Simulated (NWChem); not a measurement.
Molecule: CH4Cl2SSi; SMILES C[Si](S)(Cl)Cl

```xyz
9

C      0.0086    -0.1248    -2.1140
Si     0.0015    -0.0234    -0.2616
S      0.6639     1.8476     0.5178
Cl    -1.9204    -0.2290     0.4488
Cl     1.1540    -1.5729     0.4754
H      1.0347    -0.0306    -2.5013
H     -0.3978    -1.0942    -2.4400
H     -0.6063     0.6828    -2.5383
H      1.9059     1.7269    -0.0049
```
Atoms are numbered in this order, from 1.

Computed with NWChem. Structure relaxed at the PBE0/def2-SVP level. Vzz is the largest principal value of the second derivative of the potential at the nucleus (NWChem prints the opposite sign); η is the asymmetry. Non-relativistic.

Question: Predict the results for B3LYP/def2-SVP. Quantities: Vzz S3 (a.u.); η S3; Vzz Cl4 (a.u.); η Cl4; Vzz Cl5 (a.u.); η Cl5.

Answer: 
- Vzz S3 (a.u.): -2.078
- η S3: 0.74
- Vzz Cl4 (a.u.): 2.051
- η Cl4: 0.05
- Vzz Cl5 (a.u.): 1.992
- η Cl5: 0.09
